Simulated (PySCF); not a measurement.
A run for PySCF: R-B3LYP/LANL2DZ on BRh, 2S+1 = 1, a spin state set in the input, which need not be the lowest, a point of a bond scan (R = 1.771 Å).

```python
from pyscf import gto, scf, dft, mp
from pyscf.data.elements import chemcore

mol = gto.M(
    atom='''
    Rh    0.00000000    0.00000000    0.00000000
    B     0.00000000    0.00000000    1.77072400
    ''',
    basis='lanl2dz',
    ecp={'Rh': 'lanl2dz'},
    charge=0, spin=0, verbose=3, max_memory=1800)
mf = dft.RKS(mol, xc='b3lyp')
mf.conv_tol = 1e-8
mf.max_cycle = 100
mf.kernel()
if not mf.converged:
    mf = mf.newton().run(mf.mo_coeff, mf.mo_occ)
```

### Question
Predict the final total energy.

### Answer
-134.2624 hartree.
